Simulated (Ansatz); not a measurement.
One change: `N[Si](F)(F)F` becomes `N[Si](O)(F)F`.

Ansatz, PBE0-D4/def2-TZVP geometries, multiplicity 1. Each molecule was computed in one conformer, which needn't be the lowest.

```
                                        property  `N[Si](F)(F)F`
  size of the dipole moment (PBE/def2-TZVPP) / D            2.77
              HOMO energy (PBE0/def2-TZVPP) / eV           -8.65
size of the dipole moment (B3LYP/def2-TZVPP) / D            2.84
            HOMO–LUMO gap (PBE0/def2-TZVPP) / eV            9.13
             HOMO energy (B3LYP/def2-TZVPP) / eV           -8.38
           HOMO–LUMO gap (B3LYP/def2-TZVPP) / eV            8.47
```

(1) Give the same properties after the change, and the shifts. (An estimate is asked.)

Answers

(1) Ansatz gave: 
```json
{"property": "size of the dipole moment (PBE/def2-TZVPP) / D", "`N[Si](O)(F)F`": "3.11", "shift": "0.34"}
{"property": "HOMO energy (PBE0/def2-TZVPP) / eV", "`N[Si](O)(F)F`": "-8.37", "shift": "0.28"}
{"property": "size of the dipole moment (B3LYP/def2-TZVPP) / D", "`N[Si](O)(F)F`": "3.20", "shift": "0.36"}
{"property": "HOMO–LUMO gap (PBE0/def2-TZVPP) / eV", "`N[Si](O)(F)F`": "8.80", "shift": "-0.33"}
{"property": "HOMO energy (B3LYP/def2-TZVPP) / eV", "`N[Si](O)(F)F`": "-8.11", "shift": "0.27"}
{"property": "HOMO–LUMO gap (B3LYP/def2-TZVPP) / eV", "`N[Si](O)(F)F`": "8.14", "shift": "-0.33"}
```

With PBE0 the HOMO rises by 0.28 eV and the LUMO falls by 0.05 eV, so the gap narrows by about 0.33 eV. PBE moves the HOMO by 0.26 eV and ωB97M-V by 0.27 eV. The zero-point energy changes by 31.1 kJ/mol with +3 modes. Dipoles are sizes alone; their direction can turn.

B3LYP here is the variant with VWN-RPA as its local correlation; programs differ in this.
